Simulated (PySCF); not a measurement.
C₃H₅BO₃, SMILES C1OC(=O)B1CO.

Geometry: B3LYP-D3(BJ)/def2-SVP. The structure was generated by enumeration, and PubChem lists no compound with its InChIKey, so it may never have been made. Other conformers were not sampled.

Two levels are set side by side: PBE/def2-TZVP (PySCF) and CAM-B3LYP/def2-TZVP (PySCF). Same geometry, gas phase. Differences are taken from unrounded values.

```tsv
quantity	PBE
orbital gap (eV)	2.58
highest occupied level (eV)	-6.29
lowest empty level (eV)	-3.71
dipole moment (D)	3.77
mean polarisability (bohr³)	59.1
```

Question: These are the PBE values. What does CAM-B3LYP give? (An estimate is asked for; the answer gives what the named calculation found.)

Answer: 
| quantity | CAM-B3LYP | PBE minus CAM-B3LYP |
|---|---|---|
| orbital gap (eV) | 7.66 | -5.09 |
| highest occupied level (eV) | -9.32 | 3.03 |
| lowest empty level (eV) | -1.66 | -2.05 |
| dipole moment (D) | 4.15 | -0.39 |
| mean polarisability (bohr³) | 55.3 | 3.8 |

Without exact exchange PBE keeps part of each electron's self-repulsion, which lifts occupied levels and narrows the gap. PBE's more diffuse valence density responds more strongly to a field. Differences between two approximate levels are no errors against the true value.

Rough cost on one machine, each run with all the roots and properties that it gave: CAM-B3LYP against PBE within a factor of 2.
